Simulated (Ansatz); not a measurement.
`C=C[Si](O)(O)O[SiH3]` + `C[O][Ga]([OH])[SH]` → `C[O][Ga]([SH])[O][SiH3]` + `C=C[Si](O)(O)O`  (ligand exchange at the Si–O bond)

Isolated molecules relaxed with PBE0-D4/def2-TZVP in Ansatz; ΔE leaves out vibrations. CCSD(T)/CBS is the MP2 limit (def2-TZVPP, def2-QZVPP) plus CCSD(T) − MP2 in def2-TZVPP, frozen cores. For Ga outer-core shells are correlated without core-valence functions, which leaves a few kJ/mol of doubt a bond. Scalar relativity is left out up to krypton. One conformer a species, not always the lowest.

```csv
species,MP2/def2-TZVPP energy (Eh)
`C=C[Si](O)(O)O[SiH3]`,-884.48497
`C[O][Ga]([OH])[SH]`,-2512.52907
`C[O][Ga]([SH])[O][SiH3]`,-2802.79825
`C=C[Si](O)(O)O`,-594.21468
```

Problem. Work out ΔE.

Solution. ΔE = (-2802.79825) + (-594.21468) − (-884.48497) − (-2512.52907) = 0.00111 Eh = +0.7 kcal/mol. CCSD(T)/CBS gives +0.9 kcal/mol.

Largest T1 diagnostic among the species: 0.014.
